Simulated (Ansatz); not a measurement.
`F[SiH](F)C[SiH3]` and `F[SiH2]C[SiH](F)F` differ in one atom or group.

Ansatz, PBE0-D4/def2-TZVP geometries, multiplicity 1. Each molecule was computed in one conformer, which needn't be the lowest.

```json
{"property": "size of the dipole moment (B3LYP/def2-TZVPP) / D", "`F[SiH](F)C[SiH3]`": "2.23"}
{"property": "size of the dipole moment (PBE/def2-TZVPP) / D", "`F[SiH](F)C[SiH3]`": "2.14"}
{"property": "HOMO–LUMO gap (PBE0/def2-TZVPP) / eV", "`F[SiH](F)C[SiH3]`": "9.50"}
{"property": "LUMO energy (ωB97M-V/def2-TZVPP) / eV", "`F[SiH](F)C[SiH3]`": "1.94"}
{"property": "HOMO energy (PBE/def2-TZVPP) / eV", "`F[SiH](F)C[SiH3]`": "-7.72"}
{"property": "HOMO–LUMO gap (PBE/def2-TZVPP) / eV", "`F[SiH](F)C[SiH3]`": "7.35"}
```

Task: What does the change do to each property? (Best estimate.)

Result: Computed: 
```json
{"property": "size of the dipole moment (B3LYP/def2-TZVPP) / D", "`F[SiH2]C[SiH](F)F`": "1.58", "shift": "-0.65"}
{"property": "size of the dipole moment (PBE/def2-TZVPP) / D", "`F[SiH2]C[SiH](F)F`": "1.53", "shift": "-0.61"}
{"property": "HOMO–LUMO gap (PBE0/def2-TZVPP) / eV", "`F[SiH2]C[SiH](F)F`": "9.31", "shift": "-0.19"}
{"property": "LUMO energy (ωB97M-V/def2-TZVPP) / eV", "`F[SiH2]C[SiH](F)F`": "1.74", "shift": "-0.20"}
{"property": "HOMO energy (PBE/def2-TZVPP) / eV", "`F[SiH2]C[SiH](F)F`": "-7.90", "shift": "-0.18"}
{"property": "HOMO–LUMO gap (PBE/def2-TZVPP) / eV", "`F[SiH2]C[SiH](F)F`": "7.01", "shift": "-0.34"}
```

With PBE0 the HOMO falls by 0.25 eV and the LUMO falls by 0.44 eV, so the gap narrows by about 0.19 eV. PBE moves the HOMO by -0.18 eV and ωB97M-V by -0.26 eV. Dipoles are sizes alone; their direction can turn.

Positive LUMOs are unbound, so they and the gaps depend on the basis.

B3LYP here is the variant with VWN-RPA as its local correlation; programs differ in this.
